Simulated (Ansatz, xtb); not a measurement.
Gas-phase reaction in SMILES: [C]=C=[C] + 6 [H][H] (H2) -> 3 C (CH4)
Each molecule is optimised on its own at B3LYP-D3(BJ)/def2-TZVP (Ansatz, a first-principles code). Unstable Hartree-Fock reference: [C]=C=[C].
Geometry of the first species:
```xyz
3

C      0.0000     0.0000    -1.2873
C      0.0000     0.0000     0.0000
C      0.0000     0.0000     1.2873
```

Quantity: energy of full hydrogenation (electronic energy difference), in kcal/mol. Cores are frozen in the correlated levels unless marked. No spin-orbit coupling. Non-relativistic. CBS marks a two-point X^-3 extrapolation of the correlation energy; Hartree-Fock from the larger set.

```
level           program  energy of full hydrogenation (kcal/mol)
--------------  -------  ---------------------------------------
GFN2-xTB            xtb                                   -339.5
HF/aug-cc-pVDZ   Ansatz                                   -287.2
```

Task: What does CCSD(T)/CBS(cc-pVTZ,cc-pVQZ) (Ansatz) give?

Result: -283.3 kcal/mol, so HF/aug-cc-pVDZ differs from it by -3.9 kcal/mol.
